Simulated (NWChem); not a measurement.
A series in which one site is exchanged, each optimised at PBE0/def2-SVP with NWChem, gas phase unless a solvent is named. All stand in one matching conformer (torsions within 35°), which need not be the lowest. This build's default masses of Se (78.918 u) and Br (79.917 u) are each other's, which moves their modes by up to 0.6 %. For some, no frequency run checked for a minimum. def2 effective core potentials on Cd, Te; no spin-orbit coupling.

A: [Cd]([NH2])[OH] (CdNH3O; site = Cd)
B: N[Te]O (NH$_{3}$TeO; site = Te)
C: N[Se]O (NH$_{3}$SeO; site = Se)
D: [NH2][Mg][OH] (MgNH₃O; site = Mg)

Values for A:

| Item | Result |
|---|---|
| dipole (D), PBE0/def2-SVP | 2.78 |
| orbital gap (eV), PBE0/def2-SVP | 5.97 |
| vertical ionisation energy, ΔSCF, PBE/def2-SVP (eV) | 8.88 |
| static polarisability, PBE0/def2-SVPD (bohr³) | 44.2 |

**Question.** How do these values change for the other members?

**Answer.** 
```tsv
change from A	B	C	D
dipole (D), PBE0/def2-SVP	-1.03	-0.65	-2.35
orbital gap (eV), PBE0/def2-SVP	-0.80	+0.39	-0.63
vertical ionisation energy, ΔSCF, PBE/def2-SVP (eV)	-0.70	-0.22	-0.50
static polarisability, PBE0/def2-SVPD (bohr³)	+10.9	-1.0	-8.1
```
